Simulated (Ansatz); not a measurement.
Calculated with Ansatz (gas phase, PBE0-D4/def2-TZVP geometries, no zero-point term in ΔE). CCSD(T)/CBS is the MP2 limit (def2-TZVPP, def2-QZVPP) plus CCSD(T) − MP2 in def2-TZVPP, frozen cores. Functionals use def2-TZVPP. For Ga, Se outer-core shells are correlated without core-valence functions, which leaves a few kJ/mol of doubt a bond. Scalar relativity is left out up to krypton.

`C[Se][GaH2]` + `B1CO1` → `[GaH2][CH]1BO1` + `C[SeH]`  (formal exchange of groups at a Ga–Se bond)

Is it downhill or uphill in electronic energy at CCSD(T)/CBS, and by how much? (An estimate is asked.)

The calculation gave: Uphill: ΔE = +28.7 kcal/mol.

What do these levels give: r2SCAN0-D4, PBE-QIDH, LC-ωPBE, HF/def2-TZVPP, SCS-MP2/def2-TZVPP, HF/def2-QZVPP? (Estimate.)

Computed: r2SCAN0-D4 29.9, PBE-QIDH 29.5, LC-ωPBE 27.7, HF/def2-TZVPP 30.5, SCS-MP2/def2-TZVPP 28.2, HF/def2-QZVPP 30.3 kcal/mol.

What do rigid-rotor, harmonic-oscillator terms from PBE0-D4/def2-TZVP frequencies (298.15 K, 1 bar) make of the CCSD(T)/CBS value? (Estimate.)

The calculation gave: ΔZPE = -2.6 kcal/mol, ΔH = +26.2 kcal/mol, ΔS = -1 J/(mol·K), ΔG = +26.3 kcal/mol.

Largest T1 diagnostic among the species: 0.016.

From r2SCAN to r2SCAN0 (25 % exact exchange), in def2-TZVPP and without D4, ΔE moves by +0.7 kcal/mol. In def2-TZVPP, CCSD(T) changes the Hartree–Fock value by −2.4 kcal/mol (the triples alone add −0.1 kcal/mol) and MP2 by −1.8 kcal/mol.
